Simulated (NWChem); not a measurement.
System: GaP₂H₅; SMILES [PH2][GaH][PH2]

NWChem input:

```
start job
memory heap 200 mb stack 900 mb global 1100 mb
geometry units angstroms noautosym nocenter noautoz
  Ga    -0.598325     0.005608     0.074860
  H     -2.170707    -0.050785     0.056185
  P      0.612565    -1.965162    -0.093493
  H     -0.154938    -2.657771     0.891382
  H      1.649890    -1.574133     0.805484
  P      0.470969     2.053309    -0.128239
  H      1.532058     1.751139     0.777274
  H     -0.344128     2.707249     0.844798
end
basis spherical
  * library def2-svpd
end
dft
  xc xpbe96 cpbe96
  iterations 150
end
property
  response 1 0.0
end
task dft property
```

Coordinates come from a PBE0/def2-SVP optimisation.

Static field.

Predict the main results of this run. (PBE/def2-SVPD.) Quantities: isotropic polarisability (bohr³); anisotropy (bohr³).


```
Item                              Result
--------------------------------  ------
isotropic polarisability (bohr³)    94.8
anisotropy (bohr³)                  49.9
```
